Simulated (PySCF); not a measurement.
Input of a run (PBE0-D3(BJ)/def2-SVP geometry optimisation, gas phase, def2 core potentials past Kr (PySCF 2.14.0)), started from GFN2-xTB:
```
{"job": {"xc": "PBE0", "basis": "def2-SVP", "d3": "d3bj", "grid": 1, "maxiter": 30, "kind": "geom"}, "charge": 0, "multiplicity": 1}
Sn     0.000160     0.000310     0.000200
C     -0.001090    -0.015540     2.194810
H     -1.014220     0.055430     2.572980
H      0.567870     0.822720     2.579390
H      0.441110    -0.931170     2.569370
C      2.067510     0.005090    -0.731440
H      2.086900    -0.096750    -1.810280
H      2.625000    -0.817210    -0.298520
H      2.561250     0.932550    -0.465020
C     -1.033540     1.797610    -0.718940
H     -0.935450     1.887160    -1.794670
H     -0.612700     2.685510    -0.261440
H     -2.088270     1.752920    -0.473460
C     -1.031880    -1.788190    -0.744120
H     -2.016230    -1.869360    -0.298390
H     -0.470210    -2.682370    -0.499720
H     -1.146210    -1.738690    -1.820760
```

Output (energies in Eh, forces in Eh/bohr):
```
step   0  E = -373.63279076  max force = 0.017769
step   1  E = -373.63582851  max force = 0.002393
step   2  E = -373.63614129  max force = 0.000797
step   3  E = -373.63615800  max force = 0.000381
step   4  E = -373.63616170  max force = 0.000074
optimisation converged
```

**Question.** Summarise the run.

**Answer.** The energy falls by 8.9 kJ/mol over 5 energy and gradient evaluations, the largest force component goes from 0.0178 to 7.4e-05 Eh/bohr, and the atoms move by 0.036 Å rms after alignment. Among the bonds, Sn1–C2, Sn1–C6, Sn1–C10 and Sn1–C14 change most and about equally (-0.038 to -0.037 Å). Bonds longer at the end by more than 0.005 Å: 12 of 16; shorter: 4. The energy never rose by more than 1e-6 Eh on the way. The first step brought 90 % of the lowering.

**Question.** What are the final bond lengths?

**Answer.** Sn1–C2 2.157 Å, Sn1–C6 2.156 Å, Sn1–C10 2.157 Å, Sn1–C14 2.157 Å, C2–H3 1.100 Å, C2–H4 1.100 Å, C2–H5 1.100 Å, C6–H7 1.100 Å, C6–H8 1.100 Å, C6–H9 1.100 Å, C10–H11 1.100 Å, C10–H12 1.100 Å, C10–H13 1.100 Å, C14–H15 1.100 Å, C14–H16 1.100 Å, C14–H17 1.100 Å. Numbering counts from 1 in the input's order; the species is SnMe4, `[CH3][Sn]([CH3])([CH3])[CH3]`.

The run used 142 basis functions and 29 SCF cycles in all.

Stationary, but not proved a minimum.
